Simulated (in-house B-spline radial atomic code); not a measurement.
Response and correlation of Pr XXIV (Pr23+)

Closed shell [Ar] 3d10 4s2 4p6. Computed with a B-spline radial code for spherical atoms: Dirac-Hartree-Fock, relativistic RPA (time-dependent Dirac-Hartree-Fock) for the response and second-order many-body perturbation theory for correlation, no-pair Dirac-Coulomb Hamiltonian, finite nucleus.

Command:
```bash
python run_mb.py task.json out
```
Settings (nuclear radius in fm, box in bohr, cutoff in hartree):
```
basis_form          2
Z                   59
core_configuration  [Ar] 3d10 4s2 4p6
rms_radius          4.8919
mass_number         141
speed_of_light      137.036
box_radius          3.54
lmax                7
intervals           58
virtual_cutoff      87025.0
```

Time taken, with all properties: 5.3 s on 1 thread of Arm Neoverse V2 (shared host).

```csv
"multipole (bohr³, bohr⁵, bohr⁷)",uncoupled,coupled RPA
dipole,0.18678,?
quadrupole,0.045559,0.048155
octupole,0.027698,0.032732
```

**Question.** What is the coupled dipole polarisability?

**Answer.** 0.16367 atomic units, -12 % against the uncoupled value.

**Question.** Which subshells carry the dipole polarisability?

**Answer.** 4p3/2 70.0 %, 4p1/2 27.3 %, 4s1/2 1.1 %.

**Question.** What does the dipole shielding factor come to?

**Answer.** The dipole shielding factor is 0.610, against the exact N/Z = 36/59 = 0.610 of the non-relativistic theorem.

Dipole polarisability at imaginary frequency:

```tsv
u (Eh)	α(iu) (bohr³)
0	0.1637
5.88	0.07888
17.6	0.02259
35.3	0.009638
58.8	0.004895
118	0.001675
235	0.000507
588	9.25e-05
```

**Question.** What dispersion coefficients follow for two such ions (the dispersion part alone)?

**Answer.** C6 = (3/π)∫α(iu)²du = 0.1197 hartree·bohr⁶ and C8 = 0.2247 hartree·bohr⁸.

Lowest J = 1 odd-parity excitations:

```json
{"energy (eV)": "98.885", "oscillator strength": "1.69e-07", "leading channel": "4p3/2 → d3/2", "weight": "0.857"}
{"energy (eV)": "117.46", "oscillator strength": "0.604", "leading channel": "4p3/2 → d5/2", "weight": "0.583"}
{"energy (eV)": "144.18", "oscillator strength": "3.15", "leading channel": "4p1/2 → d3/2", "weight": "0.789"}
{"energy (eV)": "317.12", "oscillator strength": "0.475", "leading channel": "4p3/2 → s1/2", "weight": "0.997"}
{"energy (eV)": "343.04", "oscillator strength": "0.207", "leading channel": "4p1/2 → s1/2", "weight": "0.995"}
{"energy (eV)": "400.32", "oscillator strength": "0.000218", "leading channel": "4p3/2 → d3/2", "weight": "0.814"}
{"energy (eV)": "404.5", "oscillator strength": "0.518", "leading channel": "4p3/2 → d5/2", "weight": "0.825"}
{"energy (eV)": "428.78", "oscillator strength": "0.22", "leading channel": "4p1/2 → d3/2", "weight": "0.951"}
```

Second-order correlation energy by the highest angular momentum of the excited pair (hartree): s -0.02464, p -0.2082, d -0.7277, f -0.7509, g -0.2434, h -0.1022, i -0.04614, k -0.02328.

**Question.** What is the second-order correlation energy at the partial-wave limit?

**Answer.** The listed waves sum to -2.1264 hartree; extrapolating the increments as (l + 1/2)⁻⁴ gives -2.174 hartree, -1.64 eV per electron.
